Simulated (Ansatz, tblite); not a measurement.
Removing and adding an electron: `COc1ccc(-c2ccc(-c3ccc(-c4ccc(-c5ccc(C(F)=C(F)F)cc5)o4)o3)o2)cc1`. Total charge 0; singlet. Geometry: PBE-D4/def2-SVP. Ansatz, gas phase; energy differences of separate SCF runs; the oxidised species was run as a doublet alone; the reduced species was run as a doublet alone.

```xyz
51

C     0.709   -6.126    8.941
O     0.602   -6.161    7.531
C     0.559   -4.982    6.854
C     0.452   -5.075    5.449
C     0.400   -3.924    4.667
C     0.452   -2.635    5.257
C     0.394   -1.433    4.444
C     0.416   -0.074    4.737
C     0.324    0.621    3.500
C     0.248   -0.354    2.513
C     0.136   -0.295    1.087
C     0.068   -1.273    0.101
C    -0.038   -0.586   -1.139
C    -0.029    0.771   -0.839
C    -0.112    1.951   -1.645
C    -0.105    3.308   -1.341
C    -0.224    3.991   -2.581
C    -0.297    3.022   -3.576
C    -0.424    3.080   -5.018
C    -0.523    4.324   -5.691
C    -0.647    4.392   -7.077
C    -0.679    3.209   -7.860
C    -0.808    3.202   -9.314
F    -0.825    1.982   -9.904
C    -0.915    4.252  -10.169
F    -0.919    5.526   -9.798
F    -1.029    4.117  -11.479
C    -0.580    1.965   -7.189
C    -0.456    1.902   -5.802
O    -0.227    1.778   -2.996
O     0.078    0.949    0.516
O     0.291   -1.596    3.085
C     0.560   -2.557    6.664
C     0.613   -3.708    7.459
H    -0.160   -5.611    9.411
H     1.644   -5.623    9.276
H     0.727   -7.179    9.281
H     0.412   -6.076    4.995
H     0.316   -4.009    3.575
H     0.491    0.370    5.735
H     0.311    1.703    3.333
H     0.093   -2.354    0.270
H    -0.114   -1.018   -2.142
H    -0.024    3.738   -0.338
H    -0.252    5.075   -2.732
H    -0.503    5.260   -5.114
H    -0.722    5.375   -7.557
H    -0.602    1.038   -7.777
H    -0.381    0.925   -5.304
H     0.603   -1.574    7.155
H     0.697   -3.602    8.548
```

The xTB rows come from tblite. Single mean-field runs in def2-TZVP are fitted with def2-universal-jkfit.

**Question.** Estimate orbital energies and vertical ionisation energies and electron affinities at: GFN1-xTB; GFN2-xTB; PBE-D4/def2-TZVP; PBE0-D4/def2-TZVP.

**Answer.** 
```csv
level,−HOMO (eV),vertical IE (eV),−LUMO (eV),vertical EA (eV),HOMO–LUMO gap (eV),IE − EA (eV),remarks
GFN1-xTB,10.46,12.03,8.71,7.12,1.76,4.91,–
GFN2-xTB,9.71,11.30,8.01,6.38,1.70,4.92,–
PBE-D4/def2-TZVP,4.36,5.88,2.59,1.18,1.78,4.70,HOMO above zero (-1 doublet)
PBE0-D4/def2-TZVP,5.07,6.12,1.99,1.04,3.08,5.08,–
```

   A HOMO above zero means that the electron is unbound at that level or that self-interaction error raises the level; the energy of removing that electron tells which. Raw xTB energy differences between charge states are shifted by several eV; the methods need an empirical correction for them. Sets without diffuse functions give affinities that are too small.
